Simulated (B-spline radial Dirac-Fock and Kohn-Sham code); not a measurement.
Magnetic form factor of the 4f shell of Pr³⁺

System: praseodymium as Pr³⁺, [Xe] 4f1 6s1 (not the ground configuration).

Calculated with a radial finite-basis atomic code, using Dirac-Fock densities. ⟨j_K⟩ is the integral of the 4f radial density with the spherical Bessel function j_K(4πsr), s = sin θ/λ.

```
s (Å⁻¹)     ⟨j0⟩    ⟨j2⟩    ⟨j4⟩    ⟨j6⟩
      0   1.0000  0.0000  0.0000  0.0000
   0.05   0.9814  0.0074  0.0000  0.0000
    0.1   0.9281  0.0282  0.0004  0.0000
   0.15   0.8472  0.0584  0.0020  0.0001
    0.2   0.7482  0.0929  0.0055  0.0003
   0.25   0.6410  0.1268  0.0114  0.0008
    0.3   0.5341  0.1563  0.0197  0.0020
   0.35   0.4336  0.1791  0.0298  0.0039
    0.4   0.3433  0.1944  0.0410  0.0067
   0.45   0.2652  0.2023  0.0524  0.0103
    0.5   0.1993  0.2038  0.0634  0.0146
    0.6   0.1019  0.1922  0.0815  0.0247
    0.7   0.0412  0.1689  0.0931  0.0351
    0.8   0.0063  0.1414  0.0980  0.0443
    0.9  -0.0118  0.1143  0.0975  0.0515
      1  -0.0196  0.0899  0.0930  0.0563
    1.1  -0.0216  0.0692  0.0861  0.0590
    1.2  -0.0205  0.0523  0.0778  0.0596
    1.4  -0.0151  0.0285  0.0605  0.0566
    1.6  -0.0095  0.0145  0.0449  0.0501
```

Radial moments of the shell: ⟨r²⟩ = 1.024, ⟨r⁴⟩ = 2.247, ⟨r⁶⟩ = 9.177 in powers of bohr.
